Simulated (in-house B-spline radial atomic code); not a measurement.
## Ionising Hf⁵⁺ with different functionals

Computed with a radial B-spline atomic code at the basis-set limit: scalar-relativistic (spin-free X2C) Hamiltonian, Fermi nucleus of rms radius 5.347 fm, spin-polarised at highest spin, spherical fractional occupations for the functionals, the average over the highest-spin determinants for Hartree-Fock. The ionisation energy is the difference of two self-consistent energies, [Xe] 4f13 → [Kr] 4d10 4f13 5s2 5p5, without Breit or QED terms; ε is the level of the shell that loses the electron (its least bound occupied spin orbital). There is no spin-orbit coupling in this Hamiltonian.

Hybrids are left out here: with spherical fractional occupations of an open shell their exact exchange keeps a self-interaction that integer-occupation calculations don't have.

```tsv
method	rung	ΔSCF (eV)	-ε(5p) (eV)
Hartree-Fock	Hartree-Fock	100.89	101.71
LDA VWN5	LDA	102.41	94.11
LDA PW92	LDA	102.40	94.10
LDA exchange-only	LDA	?	?
PBE	GGA	101.99	93.76
PBEsol	GGA	102.07	93.83
BLYP	GGA	101.85	93.59
RPBE	GGA	101.91	93.70
PW91	GGA	102.11	93.87
BP86	GGA	102.15	93.90
AM05	GGA	102.12	93.86
OLYP	GGA	?	?
TPSS	meta-GGA	102.17	94.00
SCAN	meta-GGA	102.51	94.66
r2SCAN	meta-GGA	102.88	94.83
revTPSS	meta-GGA	102.25	94.08
```

Problem. What does LDA exchange-only give?

Solution. ΔSCF 100.52 eV, and -ε(5p) = 92.29 eV.

Problem. What does OLYP give?

Solution. ΔSCF 102.21 eV, and -ε(5p) = 94.03 eV.

Problem. How do they compare with the NIST value?

Solution. NIST lists 98 eV ± 5 (tabulated theory, ground level to ground level). Errors run from +2.52 to +4.88 eV; all lie within about twice that uncertainty, so the table can't rank the methods. Hartree-Fock also lacks correlation.
